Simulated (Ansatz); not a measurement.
Consider the ligand exchange at a Ge–I bond: `[CH3][GeH]([Cl])[I]` + H₂Se → `[CH3][GeH]([Cl])[SeH]` + HI.

Program: Ansatz. Geometries: PBE0-D4/def2-TZVP. ΔE: electronic, gas phase. CCSD(T)/CBS adds triple-zeta CCSD(T) − MP2 to the extrapolated MP2 energy (def2 sets, frozen cores). Functionals use def2-TZVPP. HSE06 is defined as in plane-wave codes. def2 core potentials past Kr. For Ge, I, Se outer-core shells are correlated without core-valence functions, which leaves a few kJ/mol of doubt a bond. Scalar relativity is left out up to krypton. Each species was taken in one conformer, which may not be the lowest.

```csv
level,ΔE (kcal/mol),difference from CCSD(T)/CBS
PBE-D4,5.4,-0.7
BLYP-D4,5.4,-0.7
PBE0-D4,5.8,-0.3
r2SCANh-D4,5.9,-0.2
HSE06-D4,5.8,-0.3
BHLYP-D4,6.4,0.3
PBE0,5.8,-0.3
r2SCAN0,6.0,-0.1
BHLYP,6.2,0.1
LC-ωPBE,5.6,-0.5
CCSD(T)/def2-SVP,5.9,-0.2
HF/def2-TZVPP,6.9,0.8
CCSD/def2-TZVPP,5.0,-1.1
HF/def2-QZVPP,7.1,1.0
SCS-MP2/def2-QZVPP,6.4,0.3
HF/CBS(def2),7.1,1.0
CCSD(T)/CBS,6.1,0
```

Task: What do rigid-rotor, harmonic-oscillator terms from PBE0-D4/def2-TZVP frequencies (298.15 K, 1 bar) make of the CCSD(T)/CBS value? (Estimate.)

Result: Computed: ΔZPE = -0.5 kcal/mol, ΔH = +5.7 kcal/mol, ΔS = -6 J/(mol·K), ΔG = +6.2 kcal/mol.

Largest T1 diagnostic among the species: 0.009.

In def2-TZVPP, CCSD(T) changes the Hartree–Fock value by −2.0 kcal/mol (the triples alone add −0.1 kcal/mol) and MP2 by −1.1 kcal/mol. Leaving LDA and LC-ωPBE aside and taking each functional with its dispersion term where it has one, the values, not all of them listed here, spread over 1.3 kcal/mol, from revPBE-D4 to BHLYP-D4.
